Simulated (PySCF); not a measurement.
## How methods differ on the excitation energy of Ge⁺

Ge⁺ [Ar] 3d10 4s2 4p1 (2P) → Ge⁺ [Ar] 3d10 4s1 4p2 (4P), as a difference of total energies. Computed with PySCF 2.14 in aug-cc-pVTZ-DK (7s6p4d2f, 59 functions), with the spin-free X2C one-electron Hamiltonian (Gaussian nucleus). Correlated levels: valence: [Ar] 3d10 frozen. The calculations carry no spin-orbit coupling.

**Question.** Order these methods by the excitation energy they give, lowest first.
A. CCSD (valence)
B. SCS-MP2 (valence)
C. MP2 (valence)
D. UHF

**Answer.** D (4.869 eV), C (5.652 eV), A (5.919 eV), B (5.949 eV).

Errors of the correlated levels include the incompleteness of this basis and the frozen core.

For comparison: 6.389 eV (measured; NIST levels, between the centres of gravity of the two terms).
